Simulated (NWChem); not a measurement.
CH4CdOS; SMILES [Cd]([SH])[O]C

```xyz
8

Cd     0.1001     0.0392    -0.0075
O      0.4502    -1.9001     0.0035
C     -0.5373    -2.8786    -0.0151
H     -1.1868    -2.8472    -0.9150
H     -0.0567    -3.8755    -0.0130
H     -1.2109    -2.8554     0.8672
S     -0.1534     2.3571    -0.0506
H     -0.2736     2.4536     1.2929
```
Atoms are numbered in this order, from 1.

Program: NWChem. Geometry: optimised at PBE0/def2-SVP. Not confirmed as a minimum by frequencies. def2 effective core potentials on Cd; no spin-orbit coupling. Ions are spin-unrestricted doublets at the neutral geometry; other ion states weren't tried.

Q: Predict the results for PBE0/def2-SVP. Quantities: vertical ionisation energy, ΔSCF (eV); −ε(HOMO) (eV).

A: vertical ionisation energy, ΔSCF (eV): 9.05
−ε(HOMO) (eV): 7.06
